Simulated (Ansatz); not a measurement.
Single points on the cluster LiPt₃.

```yaml
crystal:
  periodic: [false, false, false]
  atoms:
    - {symbol: Li, position_ang: [-0.995265, -0.929164, 0.658147]}
    - {symbol: Pt, position_ang: [1.248845, 0.128052, 0.910918]}
    - {symbol: Pt, position_ang: [-0.659745, 1.390424, -0.193002]}
    - {symbol: Pt, position_ang: [0.406165, -0.589301, -1.376053]}
basis:
  gaussian: {orbitals: def2-SVP, initial_orbitals: start.molden}
magnetization: {spin_polarized: true, initial_magnetization: 1}
hamiltonian: {xc: pbe0, dispersion: d4}
scf: {omitted_lower_state_checks: [starts]}
output: {orbitals: {seedname: orbitals}}
```

The file start.molden holds the orbitals of an earlier run on this structure, at another level or in another basis.

```sh
$ ansatz run in.yaml --threads 4 --pin off --events-out ev --progress --plain --max-ram 3916MiB
```

It prints (some lines left out):

```
Functional definition: PBE0
1107 factors; integrals over basis functions are off by at most 2.0e-4 eV
mean field evaluation 1: about -9946.4643 eV, gradient 5.4e0 eV
mean field evaluation 2: about -9946.5558 eV, gradient 9.9e-2 eV
mean field evaluation 4: about -9946.7717 eV, gradient 2.4e-3 eV
mean field evaluation 8: about -9946.7717 eV, gradient 5.3e-5 eV
mean field -9946.77169711 eV, -365.5371177048 hartree, gradient 2.4e-5 eV, S^2 0.797813; 0 other end points of the search recorded, 0 dependent functions left out
reference -9946.77173176 eV, -365.5371189781 hartree; 29, 28 occupied and 76, 77 virtual orbitals, 1107 factors
Total energy: -9946.93587044 eV, -365.5431509635 hartree
Checks for a lower state left out: starts
```

It took 4.3 s on 4 threads of Arm Neoverse V1 on a shared host.

First input, but with `gaussian: {orbitals: def2-TZVP, initial_orbitals: start.molden}`, `hamiltonian: {xc: pbe, dispersion: d4}`, `output: {forces: true, orbitals: {seedname: orbitals}}` (abridged; 3.9 s):

```
Functional definition: PBE
mean field -9952.54970552 eV, -365.7494555973 hartree, gradient 1.2e-5 eV, S^2 0.767883
Total energy: -9952.74385753 eV, -365.7565905521 hartree
Atom 0 force     0.000329     0.000321    -0.000226 eV/Å
Atom 1 force     0.000089    -0.000140     0.000311 eV/Å
Atom 2 force    -0.000348     0.000157     0.000110 eV/Å
Atom 3 force    -0.000070    -0.000338    -0.000195 eV/Å
Dipole moment:    -0.487909    -0.455506     0.322644 e Å
Checks for a lower state left out: starts
```

As the first input, with `correlation: {method: ccsd_t}`, `scf: {omitted_lower_state_checks: [starts, cluster_reference]}` and without the key `hamiltonian` (abridged; 2.6 min):

```
Functional definition: HF
mean field evaluation 16: about -9869.2603 eV, gradient 3.3e-6 eV
mean field -9869.26026372 eV, -362.6886250669 hartree, gradient 3.3e-6 eV, S^2 1.083170
second order -31.33065103 eV of doubles, -0.00000000 eV of singles
cycle   1  -26.12148367 eV  change     5.2e0 eV  update   3.2e-1
cycle   2  -27.90925661 eV  change    -1.8e0 eV  update   1.5e-1
cycle   3  -28.22262664 eV  change   -3.1e-1 eV  update   7.7e-2
cycle   4  -28.25061735 eV  change   -2.8e-2 eV  update   4.6e-2
cycle   5  -28.24262856 eV  change    8.0e-3 eV  update   2.8e-2
cycle   6  -28.29565107 eV  change   -5.3e-2 eV  update   1.8e-2
cycle   7  -28.30982261 eV  change   -1.4e-2 eV  update   1.1e-2
cycle   8  -28.30536184 eV  change    4.5e-3 eV  update   6.4e-3
cycle   9  -28.31199896 eV  change   -6.6e-3 eV  update   4.1e-3
cycle  10  -28.31409005 eV  change   -2.1e-3 eV  update   2.8e-3
cycle  11  -28.31000426 eV  change    4.1e-3 eV  update   2.0e-3
cycle  12  -28.31118520 eV  change   -1.2e-3 eV  update   1.6e-3
cycle  13  -28.31151734 eV  change   -3.3e-4 eV  update   1.3e-3
cycle  14  -28.31163188 eV  change   -1.1e-4 eV  update   9.9e-4
cycle  15  -28.31372285 eV  change   -2.1e-3 eV  update   6.4e-4
cycle  16  -28.31403329 eV  change   -3.1e-4 eV  update   5.1e-4
cycle  17  -28.31380972 eV  change    2.2e-4 eV  update   4.1e-4
cycle  18  -28.31425549 eV  change   -4.5e-4 eV  update   3.1e-4
cycle  19  -28.31418962 eV  change    6.6e-5 eV  update   2.2e-4
cycle  20  -28.31427869 eV  change   -8.9e-5 eV  update   1.3e-4
cycle  21  -28.31440710 eV  change   -1.3e-4 eV  update   8.9e-5
cycle  22  -28.31439044 eV  change    1.7e-5 eV  update   6.5e-5
perturbative correction -1.26268210 eV, -0.0464027111 hartree
Total energy: -9898.83733625 eV, -363.7755624344 hartree
Checks for a lower state left out: starts, cluster_reference
```

As the first input, with `gaussian: {orbitals: def2-TZVP, initial_orbitals: start.molden}`, `correlation: {method: mp2}` and without the key `hamiltonian` (abridged; 3.5 s):

```
Functional definition: HF
mean field -9870.11572977 eV, -362.7200628644 hartree, gradient 2.2e-6 eV, S^2 1.155641
second order -38.31866171 eV of doubles, -0.00000000 eV of singles
Total energy: -9908.43439148 eV, -364.1282477089 hartree
Checks for a lower state left out: starts
```

As the first input, with `gaussian: {orbitals: def2-TZVP, initial_orbitals: start.molden}`, `hamiltonian: {xc: {name: B3LYP}, dispersion: d4}` (abridged; 6 s):

```
Functional definition: B3LYP
mean field -9952.48678397 eV, -365.7471432730 hartree, gradient 1.7e-5 eV, S^2 0.791082
Total energy: -9952.81436898 eV, -365.7591818003 hartree
Checks for a lower state left out: starts
```

The first input with `gaussian: {orbitals: def2-TZVP, initial_orbitals: start.molden}`, `hamiltonian: {xc: {name: B2PLYP}}` and without the key `output` (abridged; 11 s):

```
Functional definition: B2PLYP
mean field -9920.51757273 eV, -364.5722964296 hartree, gradient 2.0e-6 eV, S^2 0.875232
second order -47.32493416 eV of doubles, -0.00000000 eV of singles
Total energy: -9933.29545371 eV, -365.0418748944 hartree
Checks for a lower state left out: starts
```

First input, but with `gaussian: {orbitals: def2-TZVP, initial_orbitals: start.molden}`, `hamiltonian: {xc: hse06, dispersion: d4}` (abridged; 6 s):

```
Functional definition: HSE06
mean field -9947.54226573 eV, -365.5654355793 hartree, gradient 1.9e-5 eV, S^2 0.803134
Total energy: -9947.70353039 eV, -365.5713619460 hartree
Checks for a lower state left out: starts
```

Geometry: PBE-D4/def2-TZVP.

In the def2 sets Pt takes a core potential; there is no spin–orbit coupling. B3LYP takes the VWN-RPA correlation. HSE06 is defined as in plane-wave codes, on full-range PBE exchange. Correlated methods freeze no core orbitals; core or outer-core shells of Li, Pt are correlated, in sets that lack core-valence functions. At CCSD(T)/def2-SVP, MP2/def2-TZVP, B2PLYP/def2-TZVP the charge 0 doublet is spin-contaminated (final ⟨S²⟩ up to 1.16, 0.75 for a pure state). The structure comes from a short search, and lower isomers may exist.
